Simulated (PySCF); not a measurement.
Isomers of C5H6F2O2.

All values: PBE0/def2-SVPD (PySCF) at GFN2-xTB geometries, gas phase, one conformer each. Core orbitals are frozen in the response; Δα² is half the sum of the squared differences of the principal polarisabilities.

Question: Rank by dipole moment, lowest first.
A. `[CH3:1][CH2:2][O:3][C:4](=[O:5])[CH:6]=[C:7]([F:8])[F:9]` with C1–C2–O3–C4 -81°, C2–O3–C4–O5 -1°, O3–C4–C6–C7 -3°
B. `[CH3:1][O:2]/[C:3]([CH3:4])=[C:5](/[F:6])[C:7](=[O:8])[F:9]` with C1–O2–C3–C4 0°, C3–C5–C7–O8 0°
C. `[F:1][CH:2]([F:3])[O:4][C@H:5]1[CH:6]=[CH:7][O:8][CH2:9]1` with F1–C2–O4–C5 -58°, C2–O4–C5–C6 89°
D. `FC1(F)OCC12COC2`
E. `[O:1]=[C:2]1[CH2:3][CH2:4][O:5][C@H:6]1[CH:7]([F:8])[F:9]` with O5–C6–C7–F8 79°, O1–C2–C3–C4 174°, C2–C3–C4–O5 24°, C3–C4–O5–C6 -33°, C4–O5–C6–C7 -91°

Answer: C (0.73 D), A (1.40 D), D (2.60 D), E (3.38 D), B (6.38 D).

Question: Rank by HOMO energy, lowest first.
A. `[O:1]=[C:2]1[CH2:3][CH2:4][O:5][C@H:6]1[CH:7]([F:8])[F:9]` with O5–C6–C7–F8 79°, O1–C2–C3–C4 174°, C2–C3–C4–O5 24°, C3–C4–O5–C6 -33°, C4–O5–C6–C7 -91°
B. `[CH3:1][CH2:2][O:3][C:4](=[O:5])[CH:6]=[C:7]([F:8])[F:9]` with C1–C2–O3–C4 -81°, C2–O3–C4–O5 -1°, O3–C4–C6–C7 -3°
C. `[F:1][CH:2]([F:3])[O:4][C@H:5]1[CH:6]=[CH:7][O:8][CH2:9]1` with F1–C2–O4–C5 -58°, C2–O4–C5–C6 89°
D. `[CH3:1][O:2]/[C:3]([CH3:4])=[C:5](/[F:6])[C:7](=[O:8])[F:9]` with C1–O2–C3–C4 0°, C3–C5–C7–O8 0°
E. `FC1(F)OCC12COC2`

Answer: B (-8.32 eV), E (-7.87 eV), A (-7.60 eV), D (-7.10 eV), C (-6.87 eV).

Question: Rank by HOMO–LUMO gap, highest first.
A. `FC1(F)OCC12COC2`
B. `[CH3:1][CH2:2][O:3][C:4](=[O:5])[CH:6]=[C:7]([F:8])[F:9]` with C1–C2–O3–C4 -81°, C2–O3–C4–O5 -1°, O3–C4–C6–C7 -3°
C. `[CH3:1][O:2]/[C:3]([CH3:4])=[C:5](/[F:6])[C:7](=[O:8])[F:9]` with C1–O2–C3–C4 0°, C3–C5–C7–O8 0°
D. `[O:1]=[C:2]1[CH2:3][CH2:4][O:5][C@H:6]1[CH:7]([F:8])[F:9]` with O5–C6–C7–F8 79°, O1–C2–C3–C4 174°, C2–C3–C4–O5 24°, C3–C4–O5–C6 -33°, C4–O5–C6–C7 -91°

Answer: A (8.33 eV), B (7.04 eV), D (6.37 eV), C (5.56 eV).

All values together:

```json
{"SMILES": "CO/C(C)=C(/F)C(=O)F", "μ (D)": "6.38", "HOMO (eV)": "-7.10", "LUMO (eV)": "-1.55", "α (Å³)": "10.94", "Δα (Å³)": "6.60"}
{"SMILES": "O=C1CCO[C@H]1C(F)F", "μ (D)": "3.38", "HOMO (eV)": "-7.60", "LUMO (eV)": "-1.24", "α (Å³)": "9.47", "Δα (Å³)": "2.23"}
{"SMILES": "CCOC(=O)C=C(F)F", "μ (D)": "1.40", "HOMO (eV)": "-8.32", "LUMO (eV)": "-1.27", "α (Å³)": "10.45", "Δα (Å³)": "4.74"}
{"SMILES": "FC(F)O[C@H]1C=COC1", "μ (D)": "0.73", "HOMO (eV)": "-6.87", "LUMO (eV)": "0.15", "α (Å³)": "9.85", "Δα (Å³)": "3.53"}
{"SMILES": "FC1(F)OCC12COC2", "μ (D)": "2.60", "HOMO (eV)": "-7.87", "LUMO (eV)": "0.46", "α (Å³)": "9.23", "Δα (Å³)": "0.28"}
```

Conformers: `[CH3:1][O:2]/[C:3]([CH3:4])=[C:5](/[F:6])[C:7](=[O:8])[F:9]` with C1–O2–C3–C4 0°, C3–C5–C7–O8 0°; `[O:1]=[C:2]1[CH2:3][CH2:4][O:5][C@H:6]1[CH:7]([F:8])[F:9]` with O5–C6–C7–F8 79°, O1–C2–C3–C4 174°, C2–C3–C4–O5 24°, C3–C4–O5–C6 -33°, C4–O5–C6–C7 -91°; `[CH3:1][CH2:2][O:3][C:4](=[O:5])[CH:6]=[C:7]([F:8])[F:9]` with C1–C2–O3–C4 -81°, C2–O3–C4–O5 -1°, O3–C4–C6–C7 -3°; `[F:1][CH:2]([F:3])[O:4][C@H:5]1[CH:6]=[CH:7][O:8][CH2:9]1` with F1–C2–O4–C5 -58°, C2–O4–C5–C6 89°.
